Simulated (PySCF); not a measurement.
Optical rotation: `CC#C[C@@H]1C[Se][C@@H]1F`, C6H7FSe

Geometry (Å), atoms numbered from 1 in this order:
```xyz
15

C     3.027   -0.225    0.111
C     1.585   -0.297    0.126
C     0.390   -0.391    0.150
C    -1.055   -0.405    0.166
C    -1.722   -0.218   -1.207
Se   -3.160    0.928   -0.456
C    -1.700    0.790    0.893
F    -0.931    1.908    0.893
H     3.384   -0.123   -0.913
H     3.356    0.639    0.688
H     3.454   -1.128    0.549
H    -1.414   -1.326    0.639
H    -1.109    0.362   -1.897
H    -2.080   -1.127   -1.686
H    -2.030    0.623    1.923
```

Theory: TDDFT PBE0/aug-cc-pVDZ circular dichroism and optical rotation, one conformer, gas phase (PySCF 2.14.0). Geometry: GFN2-xTB.

The calculation is non-relativistic, which matters for the atoms heavier than Zn. States above about 6.6 eV (minus the energy of the highest occupied orbital) lie near or above the ionisation threshold and depend on the basis.

Stereocentres: C4 R, C7 S.

Task: What is the specific rotation at 633, 589.3, 546, 436, 405, 365, 355 nm?

Result: [α] in deg dm⁻¹ (g/mL)⁻¹:
```
λ (nm)  origin-invariant length gauge  modified velocity gauge  length gauge (centre of mass)  isotropic polarisability (au)
   633                         +190.5                   +188.7                         +189.7                          104.4
 589.3                         +229.5                   +227.6                         +228.5                          105.0
   546                         +282.8                   +281.0                         +281.6                          105.7
   436                         +580.0                   +581.6                         +578.0                          108.7
   405                         +781.3                   +787.3                         +779.1                          110.1
   365                        +1350.8                  +1374.7                        +1347.9                          112.7
   355                        +1641.7                  +1676.9                        +1638.7                          113.5
```

The shortest wavelength is close to the first absorption, where this undamped response comes out too large.

Task: And for the mirror image at 589.3 nm?

Result: -229.5 deg dm⁻¹ (g/mL)⁻¹ (origin-invariant length gauge): the same size and the opposite sign.

Task: What is the molar rotation [Φ] = [α]·M/100 of the geometry above at 589.3 nm?

Result: With M = 177.09 g/mol, +406.4 deg cm² dmol⁻¹ (origin-invariant length gauge).

The first excitation lies at 3.99 eV (310 nm) with R = +8.5 × 10⁻⁴⁰ esu² cm² (velocity form).
